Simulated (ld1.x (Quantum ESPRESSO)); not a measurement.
Logarithmic derivatives: cadmium (Cd), TM

- Element: cadmium
- Generator: ld1.x (Quantum ESPRESSO) 7.5
- Type: norm-conserving Troullier–Martins (Kleinman–Bylander form)
- Functional: PBE
- Relativity: scalar-relativistic
- Frozen core: [Kr]
- Valence charge: 12
- Reference configuration: 4d9 5s0 5p0 (charge +3)
- Partial waves: 5p (bound, empty): rc 2.45 bohr; 4d (bound): rc 1.15 bohr; 5s (bound, empty): rc 1.85 bohr
- Local potential: the s channel
- Core correction: a·sin(br)/r model core, default radius (core density twice the valence density)

The phase is arctan(r·u′/u) with u = r·R(r), unwrapped; energies in Ry, scanned from -5 to 5 Ry. A pole is an energy at which the radial function vanishes at the test radius. The pseudo phase is shifted by a multiple of π to meet the all-electron one at the reference energy, and phase errors are pseudo minus all-electron; the curves can meet again beyond the range given. Levels narrower than the energy grid can be missing from the lists of poles.

Q: For each channel, where are the poles, and over which energies does the pseudopotential scatter like the atom?

A:

```tsv
channel	radius (bohr)	reference energy (Ry)	poles, all-electron	poles, pseudo	unbroken range about the reference energy with phases within 0.05 rad	phase error 1 Ry above the reference energy (rad)
s	2.65	-2.37	-0.98	-1.04, 3.76	below 0.4	-0.005
p	2.65	-1.78	0.26	0.17	below 2.0	-0.005
d	2.65	-3.37	-3.27, 2.52	-3.27, 3.75	below -1.4	+0.010
```

Phases in the p channel:

```
E (Ry)  all-electron  pseudo
 -5.00         1.334   1.331
 -4.48         1.305   1.302
 -3.96         1.263   1.260
 -3.44         1.196   1.192
 -2.92         1.070   1.067
 -2.40         0.758   0.754
 -1.88        -0.219  -0.220
 -1.36        -1.095  -1.097
 -0.84        -1.372  -1.377
 -0.32        -1.493  -1.500
  0.20        -1.565  -1.574
  0.72        -1.617  -1.632
  1.24        -1.664  -1.686
  1.76        -1.712  -1.749
  2.28        -1.773  -1.841
  2.80        -1.862  -2.021
  3.32        -2.030  -2.565
  3.84        -2.477  -3.820
  4.36        -3.584  -4.324
  4.88        -4.213  -4.491
```
